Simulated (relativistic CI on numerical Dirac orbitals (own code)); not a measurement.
# Cs5+: calculation against measurement

Method of calculation: Dirac-Coulomb-Breit CI, separate exchange-only KLI orbitals for each configuration, QED by a radiative potential, valence Slater integrals scaled by 0.9, configuration energies shifted to the measured levels that pair with them (semi-empirical) (own radial code, finite nucleus).

Configurations in the expansion (outside the closed core [Kr] 4d10): 5s2 5p2, 5s 5p3, 5s2 5p 5d, 5s2 5p 6s, 5p4, 5s2 4f2, 5s2 5d2, 5s2 5p 4f, 5s 5p2 5d, 5s2 5p 5f, 5s2 5p 5g, 5s2 4f 5d, 5p2 4f2, 5s2 5p 6p, 5s 5p2 5f, 5p2 5d2, 5s 5p2 4f, 5s 5p2 5g, 5s2 5f2, 5p3 4f, 5s2 5p 6d, 5p3 5d, 5s 5p 4f2, 5s 5p 4f 5d, 5s2 5p 7s, 5s 5p2 6s, 5s 5p 5d2, 5s2 5g2, 5s 5p 4f 6s, 5s2 5p 7p. Levels of other configurations are missing.

| Configuration | Term (tabulated) | J | Measured (cm⁻¹) | Computed | Error | Purity (%) |
| --- | --- | --- | --- | --- | --- | --- |
| 5s2 5p2 | 3P | 0 | 0.0 | 0 | 0 | 86 |
| 5s2 5p2 | 3P | 1 | 12176.0 | 11824 | -352 | 97 |
| 5s2 5p2 | 3P | 2 | 17628.2 | 17377 | -252 | 62 |
| 5s2 5p2 | 1D | 2 | 35061.4 | 34523 | -538 | 62 |
| 5s2 5p2 | 1S | 0 | 52410.3 | 51640 | -771 | 85 |
| 5s 5p3 | 5S° | 2 | 106878.6 | 105125 | -1754 | 93 |
| 5s 5p3 | 3D° | 1 | 131766.8 | 131757 | -10 | 74 |
| 5s 5p3 | 3D° | 2 | 133089.4 | 132715 | -374 | 71 |
| 5s 5p3 | 3D° | 3 | 138042.8 | 137569 | -474 | 87 |
| 5s 5p3 | 3P° | 0 | 152634.7 | 152634 | -1 | 89 |
| 5s 5p3 | 3P° | 1 | 154198.2 | 154364 | 166 | 75 |
| 5s 5p3 | 3S° | 1 | 175645.3 | 185451 | 9805 | 56 |
| 5s2 5p 5d | 3F° | 2 | 181755.2 | 178890 | -2865 | 83 |
| 5s2 5p 5d | 3F° | 3 | 187270.0 | 183594 | -3676 | 90 |
| 5s2 5p 5d | 3D° | 3 | 212146.6 | 212584 | 437 | 74 |
| 5s2 5p 5d | 3P° | 0 | 212928.1 | 212113 | -815 | 86 |
| 5s2 5p 5d | 3P° | 1 | 214185.9 | 214200 | 14 | 60 |
| 5s2 5p 5d | 1F° | 3 | 226523.4 | 227491 | 967 | 85 |
| 5s2 5p 5d | 1P° | 1 | 232014.9 | 233735 | 1720 | 64 |
| 5s2 5p 6s | 3P° | 0 | 242213.3 | 241999 | -214 | 100 |
| 5s2 5p 6s | 3P° | 1 | 243719.2 | 243707 | -12 | 76 |
| 5s2 5p 6s | 3P° | 2 | 260952.0 | 260963 | 11 | 100 |
| 5s2 5p 6s | 1P° | 1 | 264226.7 | 264841 | 614 | 75 |

Measured levels from Sansonetti, J. Phys. Chem. Ref. Data 38, 761 (2009); pairs were made by configuration, J and term (by order where the table uses no LS term), so strongly mixed levels may be paired wrongly.

Mean error by configuration (cm⁻¹): 5s2 5p2 -478; 5s 5p3 1051; 5s2 5p 5d -602; 5s2 5p 6s 100. Over the excited levels the mean absolute error is 1175 cm⁻¹ (22 of the 29 excited levels that our extract of the source holds in range could be paired, and the others can miss by more), and the median relative error of those above 1,000 cm⁻¹ is 0.36 %, both after the shifts were fitted to these levels, so that a configuration with one level shows no error.

Configurations whose levels could be paired with our table of measured levels were shifted onto them, all but the ground configuration, by the median error of their levels; single terms can still be off by 1,000 to 2,000 cm⁻¹ or more, and rates follow the energies as ν³ (E1, M1) or ν⁵ (E2). The others borrow a shift and can be off by several thousand cm⁻¹ or more. Levels and lines within the n = 5 or 6 shells can be off by up to 10 % or somewhat more, and those that change n by about 2 %, since core polarisation is missing. 22 of the 29 excited levels that our extract of the measured tables holds in this range could be paired (the sources list more); they are missed by 1175 cm⁻¹ on average and 9805 at most, after the shifts were fitted to these levels, and levels without a partner can miss by more. Levels that differ in their count of f electrons can be misplaced by several ten thousand cm⁻¹, since the correlation energy of f electrons is missing or only estimated; rates across such gaps can be off by orders of magnitude.

Shifts applied (cm⁻¹): 5s2 5p2 0; 5s 5p3 1908; 5s2 5p 5d -5782; 5s2 5p 6s -12510.
